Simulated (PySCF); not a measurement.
# AlBH4O5

The system: AlBH4O5, a molecule; neutral, singlet. The structure, one conformer, was relaxed in the gas phase by PBE0-D3(BJ)/def2-SVP. No frequency run checks that it is a minimum.

SMILES: OB(O)[O][Al]([OH])[OH]

```csv
atom,x (Å),y (Å),z (Å)
O1,1.402,-1.220,-0.734
Al2,0.034,-1.146,0.273
O3,-0.595,-2.509,1.042
O4,-0.593,0.431,0.394
B5,-0.129,1.575,-0.233
O6,0.946,1.580,-1.064
O7,-0.769,2.760,-0.019
H8,1.924,-1.992,-0.959
H9,-1.358,-2.531,1.620
H10,1.349,0.704,-1.163
H11,-1.508,2.633,0.581
```

Shieldings: GIAO PBE0/pcSseg-1. Shifts are against computed references at the same level: H TMS (σ 31.27 ppm). Core levels by delta-SCF with SCAN, pcX-2 on the ionised atom and pcseg-1 elsewhere, spin-free X2C (2p3/2 is the spin-free 2p value less a third of a first-order spin-orbit splitting); from the vacuum level, for chosen atoms.

Task: Give the shieldings and core levels atom by atom.

Result: 
```json
{"atoms": "O1", "bonded to": "1 Al + 1 H", "σ (ppm)": "326.6", "δ (ppm)": "-", "core level (eV)": "1s 538.92"}
{"atoms": "Al2", "bonded to": "3 O", "σ (ppm)": "474.3", "δ (ppm)": "-", "core level (eV)": "2p3/2 81.59"}
{"atoms": "O3", "bonded to": "1 Al + 1 H", "σ (ppm)": "328.5", "δ (ppm)": "-", "core level (eV)": "1s 538.81"}
{"atoms": "O4", "bonded to": "1 Al + 1 B", "σ (ppm)": "249.3", "δ (ppm)": "-", "core level (eV)": "1s 538.02"}
{"atoms": "B5", "bonded to": "3 O", "σ (ppm)": "82.1", "δ (ppm)": "-", "core level (eV)": "1s 197.94"}
{"atoms": "O6", "bonded to": "1 B + 1 H", "σ (ppm)": "241.9", "δ (ppm)": "-", "core level (eV)": "-"}
{"atoms": "O7", "bonded to": "1 B + 1 H", "σ (ppm)": "246.5", "δ (ppm)": "-", "core level (eV)": "-"}
{"atoms": "H8", "bonded to": "1 O", "σ (ppm)": "29.87", "δ (ppm)": "1.39", "core level (eV)": "-"}
{"atoms": "H9", "bonded to": "1 O", "σ (ppm)": "29.70", "δ (ppm)": "1.57", "core level (eV)": "-"}
{"atoms": "H10", "bonded to": "1 O", "σ (ppm)": "26.04", "δ (ppm)": "5.23", "core level (eV)": "-"}
{"atoms": "H11", "bonded to": "1 O", "σ (ppm)": "28.78", "δ (ppm)": "2.48", "core level (eV)": "-"}
```

Values are those of this one static structure; atoms that internal rotation interchanges would show their mean in an NMR spectrum.

Task: Which of O1, O3, O4 holds its core electrons tightest, and by how much against the loosest?

Result: O1 (bonded to 1 Al + 1 H), by 0.90 eV over O4 (bonded to 1 Al + 1 B).

Task: By CAM-B3LYP/def2-SVPD (TDDFT singlets, Tamm-Dancoff triplets, ionisation by delta-SCF), where does absorption start, and what does vertical ionisation take?

Result: The lowest singlet lies at 7.19 eV (f 0.004), the strongest of the first 6 at 8.06 eV (f 0.084), the lowest triplet at 6.90 eV; vertical ionisation takes 11.56 eV.
